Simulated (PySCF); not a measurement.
Dipole response of Te³³⁺ (tellurium, charge +33)

[Ar] 3d1, 2D determinant. Calculation: PySCF 2.14, in an uncontracted even-tempered set (16 s from 5 bohr⁻², ratio 2.5; 11 p from 6.5 bohr⁻², ratio 2.5; 8 d from 6.5 bohr⁻², ratio 2.5; 4 f from 23 bohr⁻², ratio 2.7; 3 g from 34 bohr⁻², ratio 2.7); no relativity, point nucleus. Coupled (time-dependent) response in atomic units; α is the mean over directions.

| method | mean α (bohr³) | α xx, yy, zz | C₆ (like pair) | S(−4) |
| --- | --- | --- | --- | --- |
| UHF | 0.01955 | 0.01901, 0.01901, 0.02062 | 0.002923 | 0.0002983 |
| PBE0 | 0.01945 | 0.01892, 0.01892, 0.02050 | 0.002910 | 0.0002945 |

S(−4) is the Cauchy moment in α(ω) = α(0) + S(−4) ω² + …

Spin-orbit coupling is absent.

α(iu) at PBE0:

| u (hartree) | α(iu) (bohr³) |
| --- | --- |
| 0 | 0.01945 |
| 1.00 | 0.01916 |
| 2.00 | 0.01835 |
| 4.00 | 0.01579 |
| 6.00 | 0.01302 |
| 8.00 | 0.01068 |
| 10.0 | 0.008899 |
| 15.0 | 0.006180 |
| 20.0 | 0.004766 |
| 30.0 | 0.003324 |
| 50.0 | 0.002017 |

A single London oscillator, α(iu) = α/(1 + u²/ω²), gives C₆ = (3/4) ω α². Matching the computed C₆ needs ω = 4 × 0.002910 / (3 × 0.01945²) = 10.3 hartree.

For an ion, C₆ is the dispersion term alone; charge-induced terms of lower order in 1/R come first.

The components differ because the open shell of this determinant is not spherical; for a pure term their mean is the scalar polarisability.

A non-relativistic calculation at this Z misses sizeable relativistic shifts. Spin-orbit coupling, absent here, splits the open shell strongly.
